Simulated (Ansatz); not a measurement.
Two isomers of C2H6AlNO: A = `O/C=N/[CH2][AlH2]`, B = `O[CH]1C[NH][AlH]1`.

Isolated molecules relaxed with PBE0-D4/def2-TZVP in Ansatz; ΔE leaves out vibrations. CCSD(T)/CBS adds triple-zeta CCSD(T) − MP2 to the extrapolated MP2 energy (def2 sets, frozen cores). Functionals use def2-TZVPP. B3LYP here is the variant with VWN-RPA as its local correlation; programs differ in this. One conformer a species, not always the lowest.

A:

Z-matrix (Å, degrees):
```
C
Al 1 1.975
N 1 1.441 2 111.6
H 1 1.098 2 107.0 3 119.2
H 1 1.105 2 109.9 3 -126.6
H 2 1.586 1 120.5 3 19.5
H 2 1.591 1 118.9 3 -161.7
C 3 1.254 1 119.7 2 -111.9
O 8 1.342 3 122.8 1 178.0
H 8 1.094 3 125.9 1 -2.2
H 9 0.967 8 106.5 3 -0.4
```

B:

```xyz
11

O    -0.884    0.221   -1.741
C     0.045    0.522   -0.699
C    -0.653    0.373    0.674
N     0.171   -0.627    1.371
Al    1.261   -0.891    0.014
H    -0.407    0.220   -2.572
H     0.429    1.542   -0.820
H    -0.692    1.327    1.216
H    -1.681    0.035    0.502
H    -0.079   -0.867    2.314
H     2.491   -1.855   -0.259
```

Q: Which is lower in electronic energy at CCSD(T)/CBS, and by how much? (An estimate is asked.)

A: Ansatz gave: B, by 13.8 kcal/mol.

Q: Give E(B) − E(A) in kcal/mol with HF/def2-TZVPP, CCSD(T)/def2-TZVPP, B2PLYP, CCSD/def2-TZVPP, B3LYP, B3LYP-D4, r2SCAN-D4. (Best estimate.)

A: The calculation gave: HF/def2-TZVPP -5.6, CCSD(T)/def2-TZVPP -12.4, B2PLYP -10.5, CCSD/def2-TZVPP -12.5, B3LYP -8.6, B3LYP-D4 -9.4, r2SCAN-D4 -11.6. None reverses the order clearly.

Largest T1 diagnostic: 0.013.

The D4 term adds −0.8 kcal/mol with B3LYP and −0.4 kcal/mol with PBE0; it sums over pairs of atoms, weighted by their polarisabilities, and B3LYP, whose exchange is more repulsive, gets the larger term. From PBE to PBE0 (25 % exact exchange), in def2-TZVPP and without D4, E(B) − E(A) moves by −2.0 kcal/mol.
